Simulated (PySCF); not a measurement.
## Worked example: refractive index and permittivity of the vapour

C4H3B, SMILES B(C#C)C#C.

Coordinates come from a B3LYP-D3(BJ)/def2-SVP optimisation.

HF/def2-TZVP (PySCF) gives a mean static polarisability of 55.8 bohr³ and a dipole moment of 0.84 D. Take an ideal gas at 298.15 K and 1 bar, whether or not the substance is that volatile.

### Question
Work out n − 1 in the optical limit and the static ε − 1.

### Answer

Polarisability volume α' = 55.8 × 0.148185 = 8.27 Å³. Number density N = p/kT = 2.43e-5 Å⁻³.
Dilute limit of Lorentz–Lorenz: n − 1 = 2π N α' = 0.0013.
Orientation term of Debye: μ²/(3kT) = 8.098 Å³ × μ²(D²) = 5.71 Å³.
ε − 1 = 4π N (α' + μ²/3kT) = 0.0043. Orientation of the dipole supplies 41 % of the static response; it can't follow optical fields. Vibrational polarisation and dispersion are left out.
